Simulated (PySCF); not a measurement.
Predicted microwave data (PBE0-D3(BJ)/def2-SVP geometry optimisation, gas phase in PySCF 2.14.0) for one isomer of C2H8Ge:

| Quantity | Value |
| --- | --- |
| Rotational constants | A = 22441, B = 3532, C = 3303 MHz |
| Dipole components | \|μa\| = 0.76 D, \|μb\| = 0.32 D, \|μc\| = 0.00 D |
| Inertial defect | -12.60 u·Å² |
| κ | -0.98 |

**Question.** Which candidate fits, each taken in the one conformer that was computed?
A. `[CH3][GeH2][CH3]`
B. `[H][Ge]([H])([CH3])[CH3]`
C. `C[CH2][GeH3]`

**Answer.** C. It is C[CH2][GeH3], a near-prolate asymmetric top, point group Cs. The candidates at the same level (rigid rotor, commonest isotopes):

```tsv
SMILES	A (MHz)	B (MHz)	C (MHz)	μa (D)	μb (D)	μc (D)	Δ (u·Å²)	point group	rotor
[CH3][GeH2][CH3]	12474	5518	4233	0.00	0.73	0.00	-12.71	C2v	asymmetric top
C[CH2][GeH3]	22441	3532	3303	0.76	0.32	0.00	-12.60	Cs	near-prolate asymmetric top
[H][Ge]([H])([CH3])[CH3]	12453	5524	4234	0.00	0.73	0.00	-12.71	–	asymmetric top
```

`[H][Ge]([H])([CH3])[CH3]` has B 56 % too high; `[CH3][GeH2][CH3]` has B 56 % too high. In the right answer the mirror of this Cs structure is the ab plane, so μc vanishes by symmetry. No structure here is proved a minimum.
